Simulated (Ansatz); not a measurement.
## A cut through the energy surface

InHClO (SMILES [OH][In][Cl]), doublet, at its PBE0-D4/def2-TZVP minimum:

```
4
angstrom
O -0.9790 0.7227 -0.6692
In 0.9120 0.6403 -0.0247
Cl 1.5629 -1.3328 1.1092
H -1.4403 -0.0907 -0.4355
```

The bond length O1–H4 (0.964 Å at the minimum) is set to the values below, the two halves moving rigidly along the bond. Each method's energies count from its own value at the PBE0-D4 minimum structure. Computed with Ansatz 0.2.0 (basis: def2-TZVPP); correlated methods freeze the cores; orbitals are unrestricted. Filled d shells of the heavier atoms are correlated. Core potentials replace the inner electrons of the atoms past krypton. The def2 sets are not built for correlating such inner shells, so the correlated values are less sure here. B3LYP uses VWN-RPA correlation.

CCSD(T) energies along the scan:
```csv
bond length (Å),CCSD(T) (eV)
0.829,0.646
0.857,0.377
0.899,0.125
0.947,0.008
1.001,0.032
1.059,0.186
1.121,0.443
1.185,0.771
1.253,1.153
```
They count from the CCSD(T) energy at the PBE0-D4 minimum.

Largest difference from the CCSD(T) curve over the scan: PBE-D4 0.136; B3LYP-D4 0.019; wB97M-V 0.039; HF 0.376 eV. Each curve counts from its own value at the minimum.

The T1 diagnostic stays at or below 0.021. ⟨S²⟩ of the unrestricted Hartree–Fock references: 0.76 (a pure state has 0.75).

For scale, one of the runs: CCSD(T)/def2-TZVPP, 137 basis functions (an equivalent command: `ansatz run in.yaml --threads 4`). The run took 35 s on 4 CPU threads (shared host), with 2 GiB of host memory at its peak.
